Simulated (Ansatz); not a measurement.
Wavefunction ladder for AlBrH$_{3}$OSi (`[SiH3][O][Al][Br]`) radical

```xyz
7

Si    0.479    0.822    0.637
O    -0.426    0.027   -0.461
Al   -1.305   -0.903   -1.542
Br   -1.022   -3.161   -1.561
H     1.321   -0.136    1.400
H     1.360    1.799   -0.054
H    -0.407    1.551    1.582
```

Total charge 0; spin multiplicity 2. Correlated methods include outer-core shells of Br, which these sets cover unevenly. Scalar relativity is left out up to krypton. All single points use the PBE0-D4/def2-TZVP geometry. It is one conformer, not always the lowest. Frozen core, unrestricted reference, Ansatz.

| basis | HF (Eh) | MP2 corr. | CCSD corr. | (T) | CCSD(T) total |
| --- | --- | --- | --- | --- | --- |
| def2-SVP | -3179.47974 | ? | ? | -0.01260 | ? |
| def2-TZVPP | -3180.08707 | -0.68096 | ? | ? | ? |
| def2-QZVPP | -3180.15697 | -1.03236 | – | – | – |

Task: Fill in the withheld values. (Estimate.)

Result: Ansatz gave: def2-SVP MP2 corr.: -0.54889; def2-SVP CCSD corr.: -0.57712; def2-SVP CCSD(T) total: -3180.06946; def2-TZVPP CCSD corr.: -0.70971; def2-TZVPP (T): -0.02458; def2-TZVPP CCSD(T) total: -3180.82136.
